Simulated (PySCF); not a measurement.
Si(H)(Me)(NH2)(NMe2), C3H12N2Si, SMILES CN(C)[SiH](C)N, GFN2-xTB optimised geometry.

```
18

Si     0.00     0.12     0.00
C     -0.84    -0.72    -1.49
N      1.73     0.12     0.00
N     -0.42    -0.77     1.41
C     -1.74    -1.32     1.62
C      0.25    -0.50     2.66
H     -0.35     1.55     0.00
H     -0.39    -0.36    -2.41
H     -0.72    -1.80    -1.47
H     -1.90    -0.50    -1.54
H      2.20    -0.76     0.14
H      2.19     0.63    -0.74
H     -2.39    -0.62     2.16
H     -2.20    -1.55     0.66
H     -1.67    -2.24     2.21
H      1.23    -0.08     2.46
H      0.36    -1.43     3.23
H     -0.32     0.21     3.28
```

Density from PBE0/def2-SVP in PySCF at that geometry.

Minimum of the electron density along straight lines between bonded atoms, close to the bond critical point (lines longer than 1.1 times the sum of covalent radii, or with two minima, are not listed):

```csv
bond,length / Å,ρ at the minimum / e bohr⁻³,∇²ρ there / e bohr⁻⁵,position (fraction from the first atom)
Si1–C2,1.902,0.111,0.32,0.38
Si1–N3,1.731,0.122,0.71,0.40
Si1–N4,1.722,0.124,0.75,0.40
N4–C5,1.441,0.274,-0.79,0.61
N4–C6,1.442,0.272,-0.78,0.61
Si1–H7,1.476,0.116,0.31,0.49
C2–H8,1.086,0.271,-0.96,0.62
C2–H9,1.086,0.271,-0.96,0.62
C2–H10,1.085,0.271,-0.96,0.62
N3–H11,1.008,0.331,-1.52,0.76
N3–H12,1.006,0.333,-1.53,0.76
C5–H13,1.098,0.274,-0.99,0.62
C5–H14,1.085,0.282,-1.06,0.63
C5–H15,1.095,0.276,-1.01,0.63
C6–H16,1.085,0.284,-1.09,0.64
C6–H17,1.094,0.276,-1.01,0.62
C6–H18,1.097,0.274,-0.99,0.62
```
